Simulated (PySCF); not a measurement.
**Level sweep**

Compound: GeCl4.
Atom-mapped SMILES: `[Cl:1][Ge:2]([Cl:3])([Cl:4])[Cl:5]`

PySCF, dipoles from the SCF density, polarisabilities from static response with core orbitals frozen. Geometry: PBE0-D3(BJ)/def2-SVP; no solvent, vibrations or thermal averaging. The LDA/def2-SVPD calculation is non-relativistic and has no spin–orbit coupling, an omission that weighs most on germanium.

Reference polarisability: 12.490 Å³ (measured, gas; NIST CCCBDB Release 22 (SRD 101), experimental polarizabilities). The anisotropy is √(½[(α1 − α2)² + (α2 − α3)² + (α3 − α1)²]).

```csv
level,α (Å³),error (%),anisotropy (Å³)
LDA/def2-SVPD,12.97,+3.8,0.06
PBE/def2-SVPD,12.87,+3.1,0.06
B3LYP/def2-SVPD,12.50,+0.1,0.06
PBE0/def2-SVPD,12.30,-1.5,0.06
BHandHLYP/def2-SVPD,11.95,-4.4,0.06
CAM-B3LYP/def2-SVPD,12.25,-1.9,0.06
wB97X-D/def2-SVPD,12.12,-2.9,0.06
LC-wPBE/def2-SVPD,11.88,-4.9,0.06
HF/def2-SVPD,11.33,-9.3,0.05
PBE0/6-31G*,9.37,-24.9,0.07
PBE0/def2-SVP,8.70,-30.4,0.07
PBE0/aug-cc-pVDZ,12.19,-2.4,0.06
PBE0/def2-TZVP,10.94,-12.4,0.07
PBE0/def2-TZVPD,12.45,-0.3,0.06
PBE0/aug-cc-pVTZ,12.40,-0.7,0.06
```

For the polarisability, the smallest error is 0.1% (B3LYP/def2-SVPD) and the largest 30.4% (PBE0/def2-SVP). The dipole stays under 0.05 D at every level. In one basis (def2-SVPD) the functionals order the polarisability from HF (lowest) to LDA (highest), a spread of 14%. With PBE0 the polarisability is 9.67 Å³ without diffuse functions (mean of 6-31G*, def2-SVP and def2-TZVP) and 12.33 Å³ with them (mean of aug-cc-pVDZ, def2-SVPD, def2-TZVPD and aug-cc-pVTZ). Measured values can belong to vibrating molecules; the computed ones are for one fixed geometry.
